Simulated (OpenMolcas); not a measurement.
**neutral lead: effect of the level shift or regulariser**

| Property | Result |
| --- | --- |
| Program | OpenMolcas 26.06 |
| Basis | ANO-R2 [8s7p5d3f1g] |
| Scalar Hamiltonian | X2C, finite nucleus |
| Active space | 4 electrons in 9 orbitals (RAS2 6s 6p; RAS3 6d, at most 2 electrons) |
| State averaging | 2S+1 = 3 even, 3 roots; 2S+1 = 1 even, 6 roots; 2S+1 = 5 odd, 1 root; 2S+1 = 3 odd, 5 roots; 2S+1 = 1 odd, 5 roots (0 in the spin-orbit step) |
| Spin-orbit coupling | state interaction with AMFI integrals over the reference wave functions, term energies averaged over their components |

Methods on the same reference wave functions:
A. RASSCF
B. SS-RASPT2, IPEA 0.25 Eh, imaginary shift 0.1 Eh (closed shells correlated: 5d)
C. SS-RASPT2, IPEA 0.25 Eh, real shift 0.2 Eh (closed shells correlated: 5d)

Energies in cm⁻¹ above 6s² 6p² ³P₀, the measured ground level; measured values from NIST Handbook of Basic Atomic Spectroscopic Data.

```tsv
Level	A	B	C	Measured
6s² 6p² ³P₀	0.0	0.0	0.0	0.0
6s² 6p² ³P₁	6504	6680	6670	7819
6s² 6p² ³P₂ [66 %]	10076	9980	9970	10650
6s² 6p² ¹D₂ [66 %]	20172	19760	19760	21458
6s² 6p² ¹S₀	29867	28630	28690	29467
```

Deviations, from unrounded energies. A percentage is the sum of absolute deviations over the sum of measured energies, with the sign that they share, or ± where signs differ.

```csv
Against measurement,Levels,A,B,C
mean absolute deviation (cm-1),4,890,1100,1100
fine structure of the ground term (%),2,-10.2,-9.8,-9.9
other terms of the ground configuration (%),2,±3.3,-5.0,-4.9
```

A lies closest to measurement on these levels and B furthest from it. The largest miss of A in the table is 6s² 6p² ³P₁, by -1300 cm-1. The ranking rests on the paired levels alone, and a cruder setting can come out closer through cancelling errors.

Between B and C the level of the table that moves most is 6s² 6p² ¹S₀, by 64 cm-1 (lowest in B, highest in C). Moves below CASPT2's spread within the term are not significant.

From A to B the spin-free energies of the other terms of 6s² 6p² shown, above ³P, scale by factors of 0.88 to 0.91.

The lowest spin-free term lies below A's lowest term by 0.423 hartree in B, 0.422 hartree in C.

Some high roots are left out of the spin-orbit mixing, which shifts the levels that they would mix with. Active for correlation alone: 6d; no level in the range computed is led by a configuration that fills it, so any true level of that kind is missing. Spin-orbit splittings of 6p shells tend to come out small when the coupling is added on scalar orbitals. Computed and measured levels are paired by configuration, term and J; levels that our copy of the source lacks, or whose pairing is in doubt (as where it misses far off the trend of its configuration), stay unpaired and out of the deviations. Where the source uses jj or jK labels, the order within each J decides. Levels of configurations outside the active space are missing. Levels that lie high or do not pair safely by name in every column are left out.

A share in square brackets marks a mixed level and gives the weight of the term that names it, the lowest over the columns.
